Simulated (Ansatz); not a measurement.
F$_{2}$O (SMILES FOF), singlet, at a GFN2-xTB geometry. Base run: HF/6-31G* run with Ansatz (a first-principles code).

Geometry (Å):
```xyz
3

F      0.0189     1.0919    -0.2472
O     -0.0224    -0.0028     0.5690
F      0.0011    -1.0894    -0.2585
```
All else is at Ansatz's defaults.

The base run was repeated with changes; each row names its change, and settings that it needs were set with it.

| change | E (Eh) |
|---|---|
| base | -273.45235 |
| functional = pbe0; dispersion = d4 | -274.38626 |
| functional = blyp; dispersion = d3bjatm | -274.64145 |
| functional = lc_wpbe | -274.49642 |
| functional = revpbe | -274.57579 |
| functional = wB97M-V | -274.58293 |
| functional = B2GP-PLYP | -274.36772 |
| functional = pbe0 | -274.38575 |
| functional = PBE0-DH | -274.34231 |
| functional = wB97X-V | -274.55546 |
| functional = b3lyp5 | -274.54836 |
| functional = BHLYP | -274.52550 |
| functional = PBE-QIDH | -274.26567 |

Total energies compare only within one method and basis.
